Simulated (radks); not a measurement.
Results of a calculation; reference values are marked as such.
All-electron atom: neutral selenium in [Ar] 3d10 4s2 4p4. Code: a radial shooting solver on a logarithmic mesh with Libxc functionals. Model: scalar-relativistic Kohn-Sham, r2SCAN, spin-unpolarised, spherical densities, finite nucleus; meta-GGA in the generalised Kohn-Sham scheme; Fermi nuclear charge, rms radius 4.14 fm.

X-ray form factor f0, the Fourier transform of the density (f0(0) = 34):

sin(theta)/lambda (1/angstrom)  f0 (electrons)
0.05                                    33.284
0.1                                     31.463
0.15                                    29.194
0.2                                     26.975
0.25                                    24.999
0.3                                     23.269
0.4                                     20.290
0.5                                     17.647
0.6                                     15.248
0.8                                     11.366
1                                        8.819
1.25                                     7.035
1.5                                      6.060
2                                        4.774
